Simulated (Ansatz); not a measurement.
Program: Ansatz.

Input file:

```yaml
crystal:
  periodic: [false, false, false]
  atoms:
    - { symbol: C, position_ang: [0.185903, 1.214628, -1.766897] }
    - { symbol: Al, position_ang: [0.797005, 0.065271, -0.296897] }
    - { symbol: Si, position_ang: [3.183831, -0.504117, -0.060681] }
    - { symbol: Si, position_ang: [-0.825791, -0.807453, 1.342648] }
    - { symbol: Si, position_ang: [-3.004094, -0.075806, 0.8336] }
    - { symbol: H, position_ang: [0.501982, 0.800856, -2.741599] }
    - { symbol: H, position_ang: [0.65787, 2.211625, -1.692229] }
    - { symbol: H, position_ang: [-0.905805, 1.359484, -1.795249] }
    - { symbol: H, position_ang: [3.713467, -0.042294, 1.263401] }
    - { symbol: H, position_ang: [4.051102, 0.098774, -1.122043] }
    - { symbol: H, position_ang: [3.385459, -1.988549, -0.10965] }
    - { symbol: H, position_ang: [-0.822696, -2.307111, 1.367431] }
    - { symbol: H, position_ang: [-0.487191, -0.358187, 2.733088] }
    - { symbol: H, position_ang: [-3.379399, -0.541227, -0.536998] }
    - { symbol: H, position_ang: [-3.038232, 1.419093, 0.831178] }
    - { symbol: H, position_ang: [-4.036211, -0.567688, 1.795199] }
magnetization:
  spin_polarized: true
  initial_magnetization: 1
basis:
  gaussian: { orbitals: def2-SVP }
hamiltonian:
  xc: b3lyp
  dispersion: d4
neb:
  order_check: false
  images: 2
  f_tol: 0.05
  max_iterations: 8
  initial_path: idpp
  climbing: false
  final_atoms:
    - { symbol: C, position_ang: [0.77800553, 2.23017487, -1.54905634] }
    - { symbol: Al, position_ang: [0.64981562, 0.70362881, -0.31954157] }
    - { symbol: Si, position_ang: [2.26108757, -1.15881729, -0.42730268] }
    - { symbol: Si, position_ang: [-1.11750558, 0.49081693, 1.37727845] }
    - { symbol: Si, position_ang: [-2.38457707, -1.45238008, 0.95487272] }
    - { symbol: H, position_ang: [0.89710862, 1.89101305, -2.59327923] }
    - { symbol: H, position_ang: [1.68251442, 2.8218528, -1.31384746] }
    - { symbol: H, position_ang: [-0.08587102, 2.91224154, -1.50225099] }
    - { symbol: H, position_ang: [2.97413346, -1.31922519, 0.88143807] }
    - { symbol: H, position_ang: [3.30713765, -0.99581233, -1.48641848] }
    - { symbol: H, position_ang: [1.5560796, -2.45488763, -0.6928537] }
    - { symbol: H, position_ang: [-0.52292311, 0.32241587, 2.74401717] }
    - { symbol: H, position_ang: [-2.05229938, 1.66010687, 1.43827009] }
    - { symbol: H, position_ang: [-1.49279477, -2.64980508, 1.01249028] }
    - { symbol: H, position_ang: [-2.97798442, -1.38923925, -0.41650962] }
    - { symbol: H, position_ang: [-3.49472711, -1.63478489, 1.9369953] }
```

Launched with:

```bash
$ ansatz run input.yaml --threads 2 --pin off --max-ram 3072MiB --backend cpu --events-out ev --progress --plain --runs-dir out
```

Task: What does the program answer?

Result: The program refused the input.

```
Error: a molecule whose nuclei and cores have a total charge of 72 cannot have a net charge of 0 together with 1 unpaired electrons
```
